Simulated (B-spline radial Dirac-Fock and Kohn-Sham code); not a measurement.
How the binding energies of Au⁶⁶⁺ add up

System: Au⁶⁶⁺, configuration [Ne] 3s2 3p1; nuclear rms radius 5.4371 fm (A = 197).

The run's input, task.json:

```json
{"items": [{
  "Z": 79,
  "q": 66,
  "cfg": [[1, 0, 2], [2, 0, 2], [2, 1, 6], [3, 0, 2], [3, 1, 1]],
  "A": 197,
  "rrms": 5.4371,
  "do": ["binding"]
}]}
```

Command: `python xray_run.py task.json out`

Model: ΔSCF Dirac-Fock with Breit, self-energy and vacuum polarisation, finite nucleus, configuration average. Program: a B-spline atomic structure program. Electron correlation is not included. Energies are counted from the vacuum level.

All terms are in eV, carry their sign (relaxation lowers the binding energy) and add up to the binding energy; ⟨r⟩ is the mean radius of the orbital in the initial state.

```
subshell  −ε (Koopmans)  relaxation    Breit      QED  binding energy  ⟨r⟩ (bohr)
       K        87058.8      -28.78  -278.70  -150.68         86600.6       0.017
      L1        19972.0       -4.61   -31.86   -23.55               ?       0.069
      L2        19411.9       -6.95   -52.69    -0.69         19351.6       0.057
      L3        17520.2       -5.21   -29.86    -2.78         17482.4       0.065
      M1         8094.6       -0.39    -8.00    -6.53          8079.7       0.169
    M2,3         7587.1       -0.39    -9.02    -0.80          7576.9       0.170
```

Q: Which binding energy belongs in the row of L1?

A: 19912.0 eV, the sum of the terms in that row (to rounding).

For the deepest level, K (1s), the Breit terms make up -0.322 % of the binding energy, QED -0.174 % and orbital relaxation -0.033 %.

Spin-orbit splittings: 2p 1869.2 eV.

Going to the tabulated ground configuration of the next ion removes an electron from M2,3 (3p), computed at 7576.9 eV. NIST lists 7910 ± 40 eV as the ionisation energy of this species (theoretical), +333.12 eV from the computed value. Where a p, d or f shell is open in either ion the computed value averages over both j values and all terms, while the table refers to the lowest levels; that difference holds spin-orbit splitting (largest in heavy or highly charged ions), term energies where several electrons share open shells, and correlation, and it can reach 10 % or more.
